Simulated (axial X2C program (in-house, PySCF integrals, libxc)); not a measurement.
**Potential curves of TaSe⁻, scalar-relativistic**

All values were computed with an in-house all-electron X2C program for linear molecules (integrals from PySCF). Spin-free means the one-electron spin-free X2C Hamiltonian. Basis: Ta dyall-acv3z [14s15p10d7f4g], Se dyall-acv3z [9s10p7d5f1g] (cores contracted in-house); Gaussian nuclei, density fitting, unrestricted open shells. Masses: Ta 180.948 u, Se 79.917 u.

State: M_S = 1, Λ = 0 (beyond evenly filled blocks: δ+α, δ-α). Energies in kJ/mol from the fragments at the same level (Ta + Se-). Fits are polynomials in 1 − R0/R over 0.85 to 1.23 times the lowest point R0.

```tsv
R (Å)	TPSSh	PBE0	CCSD(T)	HF
2.0262	-324.40	-309.90		-104.23
2.1194	-396.42	-381.87	-332.19	-194.28
2.1893	-426.40	-411.65	-369.28	-235.67
2.2591	-441.11	-426.03	-389.74	-260.08
2.3290	-444.28	-428.76	-397.47	-271.43
2.4105	-437.20	-421.05	-394.42	-272.12
2.4920	-421.87	-404.97	-381.91	-262.87
2.5968	-394.26	-376.26	-356.47	-240.96
2.7249	-353.86	-334.32		-204.95
2.9113	-291.13	-269.10		-146.60
```

Correlated methods: 12 electrons correlated (number of frozen shells: Ta 5 s, 4 p, 2 d, 1 f; Se 3 s, 2 p, 1 d), 380 virtual spin orbitals or spinors in MP2, 90 natural virtuals in coupled cluster.

The state is a single determinant with fixed occupations, the lowest that a limited PBE0 search found. Dissociation energies refer to the lowest single-determinant-based atoms at the same level and basis. CCSD and (T) use frozen natural virtuals with an MP2 correction for the truncation; (T) itself is uncorrected, so its De runs slightly low. PBE0 can misorder states that lie within some tenths of an eV, so this need not be the ground state of the molecule. The nearest other spin-free determinant of the search, M_S = 1, Λ = 3, lies 0.49 eV up at the distance of the search. The functionals have no current-density term, which raises determinants with orbital currents, atoms included. The outer-core s and p shells of the metal are frozen in the correlated rows, which leaves out core–valence correlation; for alkali and alkaline-earth bonds that tends to lengthen them. The highest occupied level of some functionals is positive through self-interaction error; at Hartree–Fock it is bound. The determinant is spin-polarised beyond a pure state at some levels (its spin-free form has ⟨S²⟩ too high), which makes Re and μ there less reliable. The T1 diagnostic is large, a sign of multireference character. With the outer-core shells frozen, correlated bond lengths of heavy atoms tend to come out a few hundredths of an ångström too long. Spin-free De lacks the spin–orbit lowering of the heavy p-block atom, a tenth of an eV or more for 4p and 5p, up to an eV for 6p and one to two eV for 7p atoms, less what an open-shell molecule gains itself. Hartree–Fock gets electron affinities wrong, so its lowest charge split need not be the true one. Coupled cluster ran on the points near the minimum only. MP2 and coupled cluster on one determinant become unreliable at the stretched end.

(1) What are Re, ωe and De at the TPSSh level?

(2) Fit the PBE0 curve near its minimum: give the equilibrium distance, the harmonic wavenumber and the well depth.

(3) What are Re, ωe and De at the CCSD(T) level?

(4) What are Re, ωe and De at the HF level?

Results:

(1) At TPSSh, spin-free: Re = 2.316 Å, ωe ≈ 307 cm⁻¹, De = 4.61 eV to Ta + Se-; Be follows as 0.0567 cm⁻¹.

(2) At PBE0, spin-free: Re = 2.313 Å, ωe ≈ 311 cm⁻¹, De = 4.45 eV to Ta + Se-; Be follows as 0.0568 cm⁻¹.

(3) At CCSD(T), spin-free: Re = 2.347 Å, ωe ≈ 305 cm⁻¹, De = 4.12 eV to Ta + Se-; Be follows as 0.0552 cm⁻¹.

(4) At HF, spin-free: Re = 2.374 Å, ωe ≈ 296 cm⁻¹, De = 2.83 eV to Ta + Se-; Be follows as 0.054 cm⁻¹.
